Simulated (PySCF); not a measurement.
Species: C4H4FNOS.
Cartesian coordinates in Å at the PBE0-D3(BJ)/def2-SVP level; atoms count from 1:
```xyz
12
C4H4FNOS angstrom
N      2.4563    1.2405   -1.2402
C      1.9997    0.4826   -0.4960
C      1.4397   -0.4717    0.4525
C      0.0105   -0.1852    0.8593
S     -0.5873   -0.5625    2.3212
O     -0.6510    0.3590   -0.1610
C     -2.0194    0.6483   -0.0371
F     -2.7385   -0.4695   -0.2442
H      1.4567   -1.4760   -0.0072
H      2.0636   -0.5246    1.3548
H     -2.2306    1.3808   -0.8283
H     -2.2260    1.0355    0.9730
```

The calculation used core-valence-separated Tamm–Dancoff BHandHLYP/aug-pcX-1 (pcseg-1 on H, def2-SVPD on S) in PySCF, non-relativistic, gas phase, PBE0-D3(BJ)/def2-SVP geometry. The energies are unshifted.

The lowest roots of each edge with f over 0.003 (five at most, numbered afresh; weaker and dark ones are left out), with transition dipoles (au) in the frame of the coordinates:

| root | edge | E (eV) | f | μx | μy | μz |
| --- | --- | --- | --- | --- | --- | --- |
| 1 | C | 283.87 | 0.0814 | -0.0275 | -0.0985 | -0.0355 |
| 2 | C | 284.01 | 0.0617 | -0.0829 | 0.0436 | -0.0093 |
| 3 | C | 284.14 | 0.0656 | -0.0225 | -0.0596 | -0.0732 |
| 4 | C | 286.92 | 0.0193 | -0.0441 | 0.0283 | -0.0018 |
| 5 | C | 287.30 | 0.0186 | 0.0211 | 0.0273 | 0.0382 |
| 6 | N | 397.20 | 0.0636 | -0.0695 | 0.0413 | -0.0013 |
| 7 | N | 397.44 | 0.0634 | 0.0255 | 0.0450 | 0.0619 |
| 8 | O | 532.09 | 0.0192 | 0.0079 | 0.0349 | 0.0140 |
| 9 | O | 535.80 | 0.0111 | -0.0212 | 0.0009 | 0.0199 |
| 10 | O | 536.04 | 0.0165 | 0.0335 | -0.0111 | -0.0036 |
| 11 | O | 536.54 | 0.0110 | 0.0146 | 0.0044 | 0.0246 |
| 12 | O | 536.68 | 0.0169 | 0.0155 | -0.0254 | 0.0201 |

Q: Molecules are fixed in this frame and the field points along (0, 1, 1)/√2. What effective strengths 3 f cos²θ do the roots have (θ between field and μ)?

A: root 1 (C4): 0.187, root 2 (C2): 0.012, root 3 (C2): 0.184, root 4 (C3): 0.007, root 5 (C3): 0.045, root 6 (N1): 0.023, root 7 (N1): 0.167, root 8 (O6): 0.047, root 9 (O6): 0.009, root 10 (O6): 0.004, root 11 (O6): 0.017, root 12 (O6): 0.001. Averaged over all orientations cos²θ is 1/3, which gives f back.

Rough CPU time on one thread of a shared machine: about 70 s.

One conformer stands for the species.
